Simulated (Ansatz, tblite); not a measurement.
Isomers of Nb$_{2}$S$_{2}$⁺ (doublet), found by a short tight-binding search and relaxed with PBE-D4/def2-SVP in Ansatz.

In the def2 sets Nb takes a core potential; there is no spin–orbit coupling. The xTB rows come from tblite.

Run but left out: HF/def2-SVP, MP2/def2-SVP, CCSD/def2-SVP, CCSD(T)/def2-SVP (flagged by the program: other amplitudes); HF/def2-TZVP (A: ⟨S²⟩ 1.99, where a pure state has 0.75).

B: At PBE0-D4/def2-TZVP the charge 1 doublet is spin-contaminated (final ⟨S²⟩ up to 0.98, 0.75 for a pure state).

Other spin states were run for one of them alone.

A:

Cartesian coordinates in Å:
```
Nb -0.963 -0.361 -0.744
Nb 0.640 -0.677 0.863
S 1.294 0.027 -1.283
S -0.971 1.011 1.164
```

B:

```xyz
4

Nb   -1.449   -0.380   -0.665
Nb   -0.310    1.426    0.747
S     0.085   -1.783   -1.023
S     1.674    0.738    0.941
```

Question: Estimate which lies lowest at each level, and how far above it the others are (eV).

Answer: 
| level | A | B |
| --- | --- | --- |
| GFN1-xTB | 1.62 | 0.00 |
| GFN2-xTB | 2.87 | 0.00 |
| PBE-D4/def2-TZVP | 0.00 | 2.92 |
| r2SCAN-D4/def2-TZVP | 0.00 | 3.13 |
| B97M-V/def2-TZVP | 0.00 | 3.12 |
| PBE0-D4/def2-TZVP | 0.00 | 3.23 |
Point groups (tolerance 0.1 Å): A C2v, B C2v. Lower isomers may exist.
